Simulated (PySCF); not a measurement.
Computed shifts of a molecule CH₁₀O₂Si₃, PBE0/pcSseg-1 (PySCF), GIAO, gas phase, atoms alike by connectivity averaged where their shifts nearly agree, in ppm (number of nuclei): ¹³C: 56.9 (1). ²⁹Si: 16.4 (1), -109.9 (1), -111.1 (1). ¹H: 4.36 (1), 3.79 (3), 3.73 (1), 3.70 (3), 1.66 (1), 0.31 (1). References: ¹⁷O against H2O (σ = 334.2 ppm); ¹³C against TMS (σ = 186.3 ppm); ²⁹Si against TMS (σ = 352.7 ppm); ¹H against TMS (σ = 31.56 ppm), references at their B3LYP-D3(BJ)/def2-TZVP geometries, non-relativistic. The structure is a stationary point at PBE0-D3(BJ)/def2-SVP. One conformer was computed; it need not be the lowest.

### Question
Which molecule gave these data?
(A) O[SiH2][C@H]([SiH3])O[SiH3]
(B) OC[Si](O)([SiH3])[SiH3]
(C) CO[SiH2][Si@H](O)[SiH3]
(D) C[Si@@](O)([SiH3])[SiH2]O

### Answer
B, OC[Si](O)([SiH3])[SiH3]
